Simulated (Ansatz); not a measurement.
The same redistribution along the group B, Al, In.

Isolated molecules relaxed with PBE0-D4/def2-TZVP in Ansatz; ΔE leaves out vibrations. CBS: MP2 limit from def2 TZ/QZ plus the TZ coupled-cluster correction, frozen cores. This one scheme is used for every species. Functionals use def2-TZVPP. B3LYP here is the variant with VWN-RPA as its local correlation; programs differ in this. Elements past krypton have def2 core potentials. For Br, In, Sn outer-core shells are correlated without core-valence functions, which leaves a few kJ/mol of doubt a bond. Scalar relativity is left out up to krypton. Each species was taken in one conformer, which may not be the lowest.

| reaction | PBE0-D4 (kcal/mol) | PBE-D4 (kcal/mol) | ωB97X-V (kcal/mol) | B3LYP-D4 (kcal/mol) |
| --- | --- | --- | --- | --- |
| `NB(F)Br` + `[SH][SnH2][Cl]` → `NB(F)S` + `[Cl][SnH2][Br]` | -5.5 | -5.1 | -5.9 | -5.7 |
| `[NH2][Al]([F])[Br]` + `[SH][SnH2][Cl]` → `[NH2][Al]([F])[SH]` + `[Cl][SnH2][Br]` | 2.0 | 1.9 | 1.9 | 2.0 |
| `[NH2][In]([F])[Br]` + `[SH][SnH2][Cl]` → `[NH2][In]([F])[SH]` + `[Cl][SnH2][Br]` | -0.1 | -0.2 | 0.0 | -0.1 |

(1) Give the CCSD(T)/CBS values in the same order. (Best estimate.)

Largest T1 diagnostic: 0.015, for `[NH2][In]([F])[SH]`.

Results:

(1) The calculation gave: -5.3, 2.2, -0.2 kcal/mol.
